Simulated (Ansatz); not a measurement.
Consider the formal exchange of groups at a Te–C bond: `CC(O)(O)[TeH]` + `FC[SiH3]` → `FC([SiH3])[TeH]` + `CC(O)O`.

Gas-phase electronic energies from Ansatz, PBE0-D4/def2-TZVP geometries. CCSD(T)/CBS adds triple-zeta CCSD(T) − MP2 to the extrapolated MP2 energy (def2 sets, frozen cores). Functionals use def2-TZVPP. def2 core potentials past Kr. For Te outer-core shells are correlated without core-valence functions, which leaves a few kJ/mol of doubt a bond. Each species was taken in one conformer, which may not be the lowest.

`CC(O)(O)[TeH]`:

Z-matrix (Å, degrees):
```
C
C 1 1.507
H 1 1.089 2 110.4
H 1 1.094 2 108.3 3 119.9
H 1 1.090 2 110.7 3 -120.1
O 2 1.371 1 108.9 3 -57.2
O 2 1.389 1 113.3 3 -177.0
Te 2 2.261 1 109.8 3 59.4
H 6 0.964 2 107.7 1 -167.6
H 7 0.961 2 109.6 1 -64.9
H 8 1.661 2 93.4 1 77.8
```

`FC[SiH3]`:

Z-matrix (Å, degrees):
```
C
Si 1 1.895
F 1 1.391 2 110.4
H 1 1.095 2 111.2 3 120.0
H 1 1.095 2 111.2 3 -120.0
H 2 1.484 1 110.0 3 60.5
H 2 1.484 1 110.0 3 -60.5
H 2 1.488 1 107.8 3 180.0
```

`FC([SiH3])[TeH]`:

Cartesian coordinates in Å:
```
F 0.950 -1.122 1.170
C 0.559 -0.073 0.356
Si -1.326 -0.040 0.144
Te 1.472 -0.191 -1.589
H 0.929 0.856 0.796
H -1.709 1.302 -0.361
H -1.975 -0.305 1.453
H -1.725 -1.085 -0.835
H 2.824 0.657 -1.134
```

`CC(O)O`:

```xyz
10

C     0.706   -0.635    0.572
C    -0.163    0.460    0.008
O    -1.495    0.035    0.125
O     0.156    0.778   -1.320
H     1.757   -0.356    0.493
H     0.461   -0.817    1.620
H     0.538   -1.563    0.018
H    -0.008    1.400    0.552
H    -2.053    0.732   -0.233
H     0.101   -0.035   -1.835
```

Problem. Is it downhill or uphill in electronic energy at CCSD(T)/CBS, and by how much? (Best estimate.)

Solution. Computed: Downhill: ΔE = -17.3 kJ/mol.

Problem. What do these levels give: B97M-V, CAM-B3LYP-D4, BLYP, r2SCAN, BHLYP, LC-ωPBE, RPA@PBE/def2-TZVPP, MP2/def2-SVP, CCSD/def2-SVP, SCS-MP2/def2-TZVPP, MP2/def2-QZVPP, SCS-MP2/def2-QZVPP? (Estimate.)

Solution. The calculation gave: B97M-V -12.0, CAM-B3LYP-D4 -16.1, BLYP -12.5, r2SCAN -10.7, BHLYP -17.8, LC-ωPBE -21.1, RPA@PBE/def2-TZVPP -16.8, MP2/def2-SVP -5.8, CCSD/def2-SVP -9.1, SCS-MP2/def2-TZVPP -16.4, MP2/def2-QZVPP -15.3, SCS-MP2/def2-QZVPP -16.7 kJ/mol.

Largest T1 diagnostic among the species: 0.012.

Leaving LDA and LC-ωPBE aside and taking each functional with its dispersion term where it has one, the values, not all of them listed here, spread over 9.0 kJ/mol, from ωB97X-V to revPBE-D4. From r2SCAN to r2SCAN0 (25 % exact exchange), in def2-TZVPP and without D4, ΔE moves by −3.2 kJ/mol.
